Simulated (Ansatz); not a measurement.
Ansatz results at the PBE0-D4/def2-TZVP geometry: HOMO energy (PBE/def2-TZVPP) -5.38 eV; HOMO–LUMO gap (ωB97M-V/def2-TZVPP) 9.50 eV; size of the dipole moment (PBE/def2-TZVPP) 2.55 D.

Each molecule was computed in one conformer, which needn't be the lowest.

**Question.** Which molecule gave them?
A. `N=C=CNB[SiH3]`
B. `IB1C[SiH2]1`
C. `C=C(F)SC`
D. `CB(N)[SiH2]C#N`

**Answer.** A. The others give `CB(N)[SiH2]C#N`: -6.99, 11.41, 5.53; `IB1C[SiH2]1`: -5.68, 8.70, 1.24; `C=C(F)SC`: -5.55, 10.72, 1.18.
